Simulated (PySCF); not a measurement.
Polarisability and C₆ of Cu- (copper, charge -1)

[Ar] 3d10 4s2, closed-shell 1S. Calculation: PySCF 2.14, in aug-cc-pwCVTZ-PP with ECP10MDF; a scalar-relativistic core potential. Coupled (time-dependent) response in atomic units; α is the mean over directions.

```csv
method,mean α (bohr³),C₆ (like pair),S(−4)
UHF,378.2,6847,105100
```

S(−4) is the Cauchy moment in α(ω) = α(0) + S(−4) ω² + …

α(iu) at UHF:

```
u (hartree)  α(iu) (bohr³)
          0          378.2
     0.0500          228.0
      0.100          112.0
      0.200          42.30
      0.300          22.67
      0.500          10.34
      0.750          5.777
       1.00          3.949
       1.50          2.379
       2.00          1.656
       3.00         0.9643
       5.00         0.4592
```

For an ion, C₆ is the dispersion term alone; charge-induced terms of lower order in 1/R come first.

Energies and moments cover only the electrons outside the core potential.
